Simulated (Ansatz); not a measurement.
Two isomers of C2H6OSSi: A = `C[Si]1(S)CO1`, B = `[SiH3]O/C=C\S`.

Gas-phase electronic energies from Ansatz, PBE0-D4/def2-TZVP geometries. CCSD(T)/CBS adds triple-zeta CCSD(T) − MP2 to the extrapolated MP2 energy (def2 sets, frozen cores). DFT in def2-TZVPP. B3LYP here is the variant with VWN-RPA as its local correlation; programs differ in this. One conformer a species, not always the lowest.

Problem. Which isomer does CCSD(T)/CBS put lower? Give the gap. (Estimate.)

Solution. Ansatz gave: A, by 23.2 kcal/mol.

Problem. Give E(B) − E(A) in kcal/mol with CCSD(T)/def2-TZVPP, HF/def2-TZVPP, r2SCAN-D4, B2PLYP, ωB97M-V, PBE0-D4, B3LYP. (Estimate.)

Solution. Ansatz gave: CCSD(T)/def2-TZVPP 22.3, HF/def2-TZVPP 14.4, r2SCAN-D4 25.3, B2PLYP 21.1, ωB97M-V 24.5, PBE0-D4 25.5, B3LYP 19.3. None reverses the order clearly.

Largest T1 diagnostic: 0.013.

In def2-TZVPP, CCSD(T) changes the Hartree–Fock value by +7.9 kcal/mol (the triples alone add +0.5 kcal/mol) and MP2 by +10.5 kcal/mol.
